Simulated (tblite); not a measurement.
Compound: C8H9NS.
SMILES with atom numbers: `[CH3:1][S:2]/[CH:3]=[CH:4]/[CH:5]=[CH:6]/[CH:7]=[CH:8]/[C:9]#[N:10]` (hydrogens: H11, H12, H13 on C1; H14 on C3; H15 on C4; H16 on C5; H17 on C6; H18 on C7; H19 on C8)

Geometry (GFN2-xTB, Å), atoms numbered from 1 in this order:
```
atom  x, y, z in Å
C1     3.954    0.278   -0.782
S2     3.639   -1.479   -0.449
C3     1.952   -1.525   -0.067
C4     1.077   -0.506   -0.031
C5    -0.294   -0.687    0.314
C6    -1.194    0.320    0.371
C7    -2.559    0.128    0.728
C8    -3.464    1.128    0.787
C9    -4.799    0.913    1.146
N10   -5.896    0.744    1.444
H11    3.363    0.601   -1.634
H12    3.724    0.864    0.102
H13    5.012    0.355   -1.014
H14    1.642   -2.534    0.162
H15    1.390    0.502   -0.263
H16   -0.612   -1.696    0.544
H17   -0.880    1.331    0.140
H18   -2.872   -0.881    0.966
H19   -3.192    2.150    0.558
```

Computed with GFN2-xTB (tblite): harmonic, unscaled wavenumbers at the GFN2-xTB geometry, gas phase. Against measured fundamentals such values can be off by several per cent, at times by over 20. One conformer, not necessarily the lowest.

Harmonic wavenumbers (cm⁻¹): 41.6, 55.5, 74.7, 123.6, 134.0, 175.3, 204.8, 214.2, 268.1, 270.7, 325.2, 331.6, 455.3, 496.2, 507.8, 585.7, 725.2, 725.8, 755.6, 801.2, 843.6, 925.9, 935.9, 947.7, 966.0, 1019.6, 1041.4, 1147.8, 1164.4, 1209.0, 1224.0, 1257.8, 1268.7, 1291.6, 1308.0, 1319.9, 1448.0, 1448.1, 1552.0, 1599.3, 1614.7, 2350.1, 3031.6, 3039.7, 3049.4, 3051.1, 3058.7, 3063.6, 3067.9, 3079.2, 3089.4.

A = 6994, B = 266.0, C = 256.7 MHz; mass 151.046 u (most abundant isotopes); point group Cs, symmetry number 1.

**Question.** What is the zero-point energy?

**Answer.** ½Σν̃ = 31343 cm⁻¹ = 374.95 kJ/mol.

**Question.** Give the ideal-gas entropy at 500 K and 1 bar in the rigid-rotor, harmonic-oscillator model (classical rotation).

**Answer.** Translation 182.18, rotation 135.68, vibration 247.44: S = 565.3 J/(mol K).

**Question.** And Cp and H(500 K) − H(0)?

**Answer.** Cp = 252.79 J/(mol K), of which vibrations give 219.53 (their classical limit is 51 R = 424.0); H(500 K) − H(0) = 77.33 kJ/mol without the zero-point energy, 60.70 from vibrations.

**Question.** How do the functions run with temperature in this model?

**Answer.** 
```csv
T (K),S (J/(mol K)),Cp (J/(mol K)),H − H(0) (kJ/mol),G − H(0) (kJ/mol),ln q(vib)
50,259.9,62.4,2.27,-10.72,0.77
100,312.9,92.7,6.18,-25.11,2.40
298.15,454.3,179.1,33.34,-102.10,9.02
373.15,497.8,209.2,47.92,-137.82,11.36
750,680.1,312.8,148.62,-361.46,22.11
1000,775.8,351.6,231.98,-543.78,28.40
```

q(vib) and H(0) count from the zero-point level.

**Question.** Blend soft modes into free rotors: weight 1/[1 + (100 cm⁻¹/ν̃)⁴] for the oscillator and the rest for a rotor with moment μB/(μ + B), μ = h/(8π²ν), B = 10⁻⁴⁴ kg m². What vibrational entropy results?

**Answer.** 226.27 J/(mol K) in place of 247.44, which changes −T·S at 500 K by +10.58 kJ/mol.

**Question.** What must be added to the electronic energy to get the Gibbs energy at 500 K and 1 bar?

**Answer.** ZPE + [H(500 K) − H(0)] − T·S = 374.95 + 77.33 − 282.65 = 169.63 kJ/mol.

**Question.** Which modes carry the vibrational entropy at 500 K?

**Answer.** 41.6 cm⁻¹: 25.97; 55.5 cm⁻¹: 23.58; 74.7 cm⁻¹: 21.11; 123.6 cm⁻¹: 16.95; 134.0 cm⁻¹: 16.29; 175.3 cm⁻¹: 14.09 J/(mol K); the other 45 give 129.45 together.

Hindered rotation and anharmonicity are outside this model. Other conformers, if any are populated, would add a mixing term that is left out.

Hardware: one thread of an Arm Neoverse V1, shared host with 32 logical CPUs at a one-minute load of 32. Cost: 0.85 s wall. The figure is for the frequency step alone.
